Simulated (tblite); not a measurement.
**Question.** What does the GFN2-xTB structure of `[CH2]S(=O)(=O)CCCF` [radical] look like in three dimensions? (Doublet state.)

**Answer.** 
```xyz
16
C4H8FO2S angstrom
C      1.4030    1.1143    0.0138
S      1.4515   -0.6485    0.1046
O      2.3307   -1.1410   -0.9252
O      1.6998   -1.0418    1.4636
C     -0.2524   -1.1718   -0.3237
C     -1.2075   -0.5379    0.6647
C     -1.2963    0.9558    0.4145
F     -1.7857    1.6333    1.4895
H      1.5981    1.5132   -0.9649
H      1.8412    1.6229    0.8531
H     -0.4327   -0.8730   -1.3525
H     -0.2486   -2.2554   -0.2498
H     -2.1993   -0.9946    0.6052
H     -0.8157   -0.7023    1.6719
H     -0.1921    1.3051    0.2459
H     -1.9017    1.2304   -0.4546
```

Any rigid rotation of these coordinates is as good. Atoms count from 1 in this order. Of the pairs four or more bonds apart, C1···H15 is among the closest relative to their van der Waals radii: 1.62 Å, 56 % of the sum of Bondi's values. S2 (sulfur bonded to 2 C and 2 O) is distorted tetrahedral (angles from 104.3° to 118.5°). The C–S distances run from 1.766 Å (C1–S2, drawn single in one of several resonance forms) to 1.833 Å (S2–C5, drawn single), a spread of 0.067 Å. C1 (carbon bonded to S and 2 H) is pyramidal (angles 117.5°, 114.9° and 114.4°, sum 346.7°, 0.26 Å off the plane of its three neighbours).

Bonds between heavy atoms (Å): C1–S2 1.766, S2=O3 1.441, S2=O4 1.436, S2–C5 1.833, C5–C6 1.514, C6–C7 1.517, C7–F8 1.362.

Computed geometry: GFN2-xTB, gas phase. This method treats the open shell by occupation alone, without spin polarisation.

Point group: C1 (no symmetry element, even within 0.4 Å). Its GFN2-xTB frequencies are all real (lowest 53 cm⁻¹). Torsions: H–C1–S2–O3 27° and -113°, C1–S2–C5–C6 -59°, S2–C5–C6–C7 71°, C5–C6–C7–F8 -161°. 3 starts were optimised and ended at 0.00, 0.83 and 2.26 kcal/mol (GFN2-xTB); the lowest of these is shown.

Time: 0.8 s wall. Hardware: an Arm Neoverse V1 with one thread, shared host with 32 logical CPUs at a one-minute load of 44. This is the geometry optimisation.

One conformer stands for the species.
